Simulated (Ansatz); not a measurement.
Mulliken charges of C$_{2}$H$_{3}$ClGaN, SMILES `[CH3][Ga]([Cl])[C]#N` from r2SCAN/def2-TZVPP in Ansatz (PBE0-D4/def2-TZVP geometry).

| atom | x (Å) | y (Å) | z (Å) | charge (e) |
| --- | --- | --- | --- | --- |
| C1 | -1.266 | -0.406 | 0.227 | -0.291 |
| Ga2 | 0.611 | 0.071 | 0.322 | 0.553 |
| Cl3 | 1.765 | -0.067 | 2.108 | -0.253 |
| C4 | 1.645 | 0.723 | -1.188 | -0.209 |
| N5 | 2.219 | 1.106 | -2.111 | -0.062 |
| H6 | -1.633 | -0.727 | 1.200 | 0.091 |
| H7 | -1.402 | -1.211 | -0.498 | 0.086 |
| H8 | -1.846 | 0.454 | -0.116 | 0.086 |

Question: By hand: the dipole of these point charges (1 e Å = 4.8032 D).

Answer: Σ q r = (-0.650, -0.177, 0.014) e Å, of length 0.674 e Å = 3.24 D.

Question: How does the dipole of the full density compare? (Best estimate.)

Answer: Ansatz gave: (-0.762, -0.276, 0.291) e Å, 4.14 D; the point charges give 0.78 times that, at 19° from its direction.

Point charges leave out the atoms' own dipoles, such as those of lone pairs, and Mulliken's split depends on the basis, so the two needn't agree.
